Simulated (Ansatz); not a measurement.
Ag₂Cl₂⁺, relaxed as a doublet with UKS r2SCAN-D4/def2-SVP in Ansatz, starting from the GFN2-xTB geometry. Force threshold 0.02 eV/Å.

In the def2 sets Ag takes a core potential; there is no spin–orbit coupling. No other spin state of charge 1 was run. Another isomer (doublet) lies 0.32 eV lower at PBE0-D4/def2-TZVP; other spin states weren't run for this one.

Start:

```xyz
4

Ag   -2.1260    2.5248    1.0633
Ag    0.7187   -0.8742   -0.3596
Cl   -0.7524    0.7831    0.4054
Cl    2.1597   -2.4337   -1.1091
```

(1) Estimate the energy that the relaxation releases and the steps that it takes.

(2) Does the start keep its bonding?

(3) Predict the relaxed structure.

Answers

(1) 0.16 eV, in 11 steps; 7.3 min on 4 threads of Arm Neoverse N1 on a shared host. No frequencies were taken in this run, so the end may be a saddle point.

(2) By distances, no bond broke or formed. The bond that changes most is Ag1–Cl3, from 2.31 to 2.42 Å (atoms count from 1).

(3) 
```xyz
4

Ag   -1.5808    2.6239    0.5756
Ag    0.5422   -0.8731   -0.2071
Cl   -1.1922    0.2624    0.9242
Cl    2.2307   -2.0131   -1.2926
```
Bond lengths (bridged metal pairs left out): 3 × Ag–Cl 2.31 to 2.42 Å.
